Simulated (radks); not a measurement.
Question: The mean radii <r> (bohr) of the occupied orbitals of an atom or ion are listed with their occupations. Method: scalar-relativistic Kohn-Sham, PBE, spin-polarised, spherical densities, point nucleus; computed with a radial shooting solver on a logarithmic mesh with Libxc functionals.

| orbital | occ. | <r> |
|---|---|---|
| 1s up | 1 | 0.03324 |
| 1s down | 1 | 0.03324 |
| 2s up | 1 | 0.1355 |

Name the element and its charge. Open shells, if any, are filled with parallel spins first.

Answer: Z = 44, ruthenium, charge +41: Ru41+ in [He] 2s1. The 1s radius gives Z: for a bare nucleus <r> = (2 gamma + 1)/(2Z) with gamma = sqrt(1 - (Z/c)^2), 0.03289 bohr for Z = 44, and screening makes it slightly larger (0.03324 here). The occupations add up to 3, and the charge is Z minus that.
